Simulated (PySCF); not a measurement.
Gas-phase reaction: 3 InBr + CCl4 → InBr3 + 2 InCl + CCl2

Energies from PySCF, thermal terms from the rigid-rotor harmonic-oscillator model, ideal gas at 1 bar. † marks an energy on the PBE0/def2-TZVP geometry and frequencies; other levels use their own. MP2 and CCSD(T) freeze the core. All species are closed-shell singlets. B3LYP is the form with VWN-RPA correlation. In: scalar-relativistic def2 core potential, no spin-orbit coupling. Br: all electrons, no relativistic terms. MP2 isn't extrapolated to the basis-set limit. CCSD(T) isn't extrapolated to the basis-set limit. Warning, large T1 diagnostic: CCl2 (CCSD(T)/def2-SVP†, CCSD(T)/def2-TZVPP†).

```tsv
level	ΔH°(298 K), kJ
B3LYP/def2-TZVP†	…
BLYP/def2-TZVP†	19
CCSD(T)/def2-SVP†	17
CCSD(T)/def2-TZVPP†	7
HF/def2-TZVP†	-47
MP2/def2-SVP†	…
PBE/def2-SVP	…
PBE0/def2-QZVP†	…
PBE0/def2-TZVP	27
LDA/def2-TZVP†	73
```

Task: Some entries are withheld; supply them.

Result: 
- B3LYP/def2-TZVP†, ΔH°(298 K), kJ: 20
- MP2/def2-SVP†, ΔH°(298 K), kJ: 36
- PBE/def2-SVP, ΔH°(298 K), kJ: 50
- PBE0/def2-QZVP†, ΔH°(298 K), kJ: 24
